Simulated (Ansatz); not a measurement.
`S[CH2][GeH3]` + H₂O → `O[CH2][GeH3]` + H₂S at 700 K and 1 bar (formal hydrolysis of a C–S bond).

Computed with Ansatz on PBE0-D4/def2-TZVP structures; ΔE is electronic, products minus reactants. CCSD(T)/CBS adds triple-zeta CCSD(T) − MP2 to the extrapolated MP2 energy (def2 sets, frozen cores). This one scheme is used for every species. For Ge outer-core shells are correlated without core-valence functions, which leaves a few kJ/mol of doubt a bond. Scalar relativity is left out up to krypton. Each species was taken in one conformer, which may not be the lowest.

```tsv
species	CCSD(T)/CBS energy (Eh)	H − E (kJ/mol)	S (J/(mol·K))
`S[CH2][GeH3]`	-2515.53503	222.7	419.1
H₂O	-76.37941	80.5	218.4
`O[CH2][GeH3]`	-2192.91927	232.6	401.6
H₂S	-398.97279	64.8	236.9
```

H − E and S are ideal-gas, rigid-rotor, harmonic terms from PBE0-D4/def2-TZVP, for one conformer and one mirror image of each species. 1 Eh = 2625.50 kJ/mol, R = 8.31446 J/(mol·K).

Question: By hand: ΔE, ΔH, ΔS and ΔG.

Answer: ΔE = (-2192.91927) + (-398.97279) − (-2515.53503) − (-76.37941) = 0.02238 Eh = 58.8 kJ/mol. Δ(H − E) = 232.6 + 64.8 − 222.7 − 80.5 = -5.8, so ΔH = 53.0 kJ/mol. ΔS = 401.6 + 236.9 − 419.1 − 218.4 = 1.0 J/(mol·K). ΔG = 53.0 − 700 × (1.0)/1000 = 52.3 kJ/mol.

Question: By hand: the equilibrium constant, and the temperature at which ΔG would vanish if ΔH and ΔS stayed fixed.

Answer: log₁₀ K = −ΔG/(RT ln 10) = -3.9. ΔG = 0 at ΔH/ΔS = 53000 K, far beyond where these terms or the molecules hold.

The number of gas molecules stays the same, so ΔS is small and ΔH decides. A doubt of 5 kJ/mol in ΔE shifts log₁₀ K by 0.4 here. Other conformers and mirror images would add mixing entropy, several J/(mol·K) or more a flexible species. These are equilibria of isolated gas molecules and say nothing of rates. Largest T1 diagnostic: 0.011 (customary marks: 0.02 for closed shells, 0.045 for open ones).
